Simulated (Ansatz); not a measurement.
`[CH3][Al]([F])[F]`, relaxed with RKS PBE0-D4/def2-TZVP in Ansatz 0.2.0 from a PBE-D4/def2-SVP geometry. The force threshold is 0.005 eV/Å; the program also tests the step.

Total charge 0; spin multiplicity 1.

Start:

```xyz
7

C     0.423    0.252   -0.771
Al   -0.464   -0.301    0.860
F    -1.464    0.739    1.708
F    -0.288   -1.832    1.512
H     1.045   -0.555   -1.206
H    -0.325    0.567   -1.527
H     1.074    1.129   -0.575
```

```
step  energy (eV)  largest force (eV/Å)  largest move (Å)
   1  -13114.6148                 0.687             0.000
   2  -13114.6447                 0.438             0.018
   3  -13114.6545                 0.018             0.019
   4  -13114.6545                 0.017             0.004
   5  -13114.6546                 0.011             0.002
   6  -13114.6546                 0.006             0.002
   7  -13114.6546                 0.001             0.001
```

End:

```xyz
7

C     0.418    0.252   -0.763
Al   -0.464   -0.298    0.858
F    -1.446    0.723    1.691
F    -0.284   -1.805    1.490
H     1.027   -0.549   -1.185
H    -0.314    0.561   -1.515
H     1.064    1.115   -0.577
```

Run time 16 s (2 threads of a server CPU on a shared host); peak host memory 0.3 GiB.
